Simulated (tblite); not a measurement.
C5H8B (doublet state).
Numbering: `[BH:1]1[C:2]=[CH:3][CH2:4][CH2:5][CH2:6]1` (hydrogens: H7 on B1; H8 on C3; H9, H10 on C4; H11, H12 on C5; H13, H14 on C6)
Bond orders are those of one Lewis drawing.

Computed with GFN2-xTB (tblite), gas phase: L-BFGS steps from a force-field or distance-geometry start until the largest atomic force falls under 0.01 eV/Å.

Geometry at step 1:
```
atom  x, y, z in Å
B1     -0.9428    1.3477   -0.5410
C2      0.5496    1.6718   -0.6056
C3      1.4545    0.8841   -0.1473
C4      1.1083   -0.4569    0.4990
C5     -0.3491   -0.9244    0.4147
C6     -1.2510   -0.2213   -0.5878
H7     -1.8078    2.0722   -0.2187
H8      2.5184    1.1242   -0.1650
H9      1.3242   -0.3541    1.5642
H10     1.7451   -1.2730    0.1490
H11    -0.3068   -1.9790    0.1500
H12    -0.7842   -0.8432    1.4080
H13    -0.9590   -0.5710   -1.5742
H14    -2.3001   -0.4775   -0.3675
```

Q: Give the atomic forces at this geometry.

A: 
```tsv
atom	Fx (eV/Å)	Fy (eV/Å)	Fz (eV/Å)
B1	0.180	0.640	0.352
C2	-2.470	-0.103	-0.268
C3	1.469	-0.915	0.246
C4	0.135	0.027	0.555
C5	0.129	-0.277	0.096
C6	0.207	0.494	-0.290
H7	0.153	0.190	-0.190
H8	-0.094	-0.206	0.043
H9	0.294	0.100	0.117
H10	0.250	0.377	-0.325
H11	-0.197	-0.239	0.112
H12	-0.185	0.032	0.083
H13	-0.293	-0.213	-0.230
H14	0.422	0.094	-0.301
```

The largest, 2.49 eV/Å, acts on C2; the rms over all components is 0.530 eV/Å. The forces sum to zero within rounding, as they must for an isolated molecule in no field.

Q: Give the force on C2 in Eh/bohr and in nN.

A: 2.487 eV/Å ÷ 51.422 = 0.04836 Eh/bohr, and 2.487 eV/Å × 1.602 = 3.98 nN.

Q: How far is this geometry from the end of the optimisation?

A: 0.352 eV above it, and 0.258 Å rms away after alignment. The bonds farthest from their final lengths, with half the difference of the two atoms' forces along the bond (positive lengthens):

| bond | now (Å) | final (Å) | force along bond (eV/Å) |
| --- | --- | --- | --- |
| B1–C2 | 1.529 | 1.471 | -1.36 |
| C2=C3 | 1.284 | 1.307 | +1.73 |
| C5–C6 | 1.521 | 1.539 | +0.28 |
| B1–C6 | 1.600 | 1.615 | +0.08 |
| C6–H14 | 1.102 | 1.091 | -0.06 |
| C3–H8 | 1.091 | 1.082 | -0.68 |

The angle farthest from its final value is B1–C2–C3, 122.9° against 133.2°.

Of the 5 listed bonds off by 0.010 Å or more, this force points towards the final length in 5.

The cost below is that of the whole relaxation. The run took 0.21 s wall on one thread of an Arm Neoverse V2, on a shared host.
